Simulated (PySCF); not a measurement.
ClSi, charge +1, multiplicity 1.

```xyz
2

Si     0.0000     0.0000    -1.0830
Cl     0.0000     0.0000     0.8918
```
Charge +1, spin multiplicity 1.

Geometry: PBE-D3(BJ)/def2-TZVPD.

All values below come from PySCF with PBE/pcSseg-2. Non-relativistic, no solvent.

Computed absolute GIAO shielding of each atom: isotropic value and principal components (ppm):
```tsv
atom	σ(iso)	σ11	σ22	σ33	span
Si1	150.4	-212.0	-212.0	875.0	1087.0
Cl2	132.1	-376.4	-376.4	1149.1	1525.4
```
